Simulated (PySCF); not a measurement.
Species: C₃H₈NOSi (doublet state).
Z-matrix (Å and degrees, GFN2-xTB geometry), rows numbered from 1:
```
C 
C   1  1.3664
C   2  1.3849  1  125.05
O   3  1.3371  2  121.74  1    -0.84
Si  4  1.6302  3  132.42  2   170.42
N   5  1.7243  4  108.39  3   -59.23
H   1  1.0737  2  121.48  3  -179.70
H   1  1.0749  2  120.66  3     0.30
H   2  1.0818  1  119.21  3   179.72
H   3  1.0811  2  121.02  1   178.80
H   5  1.4620  4  112.82  3    55.53
H   5  1.4591  4   97.79  3   176.62
H   6  1.0088  5  118.68  4   -42.30
H   6  1.0063  5  119.43  4   178.90
```

The hyperfine couplings belong to this conformer and change with its torsions.

The species is `O([SiH2]N)[CH]C=C` [radical].

The calculation used UKS B3LYP, pcH-1 on C H N O Si, non-relativistic, mean-field spin-orbit, GIAO (PySCF 2.14.0). One conformer (not necessarily the lowest) at the GFN2-xTB geometry, without solvent, vibrations or thermal averaging. Couplings are sensitive to structure, and on GFN2-xTB geometries they can be far from those on DFT ones. The SCF solution wasn't tested for stability. ⟨S²⟩ is 0.773 where a pure state has 0.75.

Largest spin populations (Mulliken): C1 (+0.65), C3 (+0.60) and C2 (-0.25). The angles at C1 add up to 360.0°, so it is planar.

**Question.** Test a(H) = Q·ρ(C) for the protons on planar carbons with a spin population beyond ±0.08.

**Answer.** 
```
  H   C    ρ(C)  a(H) (G)  a/ρ (G)
 H7  C1  +0.653    -14.22    -21.8
 H8  C1  +0.653    -13.75    -21.1
 H9  C2  -0.246     +3.49    -14.2
H10  C3  +0.603    -15.32    -25.4
```

A least-squares line through the origin gives Q = -22.2 G with Mulliken populations. In every row coupling and population have opposite signs. Where ρ is negative the coupling is positive.

**Question.** Leave H10 and its like out of the fit. How well does the relation then predict its coupling?

**Answer.** The other protons give Q = -20.9 G, so a = -20.9 × 0.603 ≈ -12.62 G, against the computed -15.32 G.

Couplings in gauss use g_iso = 2.0029.

The run took 74 s wall (grids of density and orbitals included) on Arm Neoverse N1, one thread, shared host with 32 logical CPUs at a one-minute load of 24, and the process peaked at 0.91 GiB of memory.
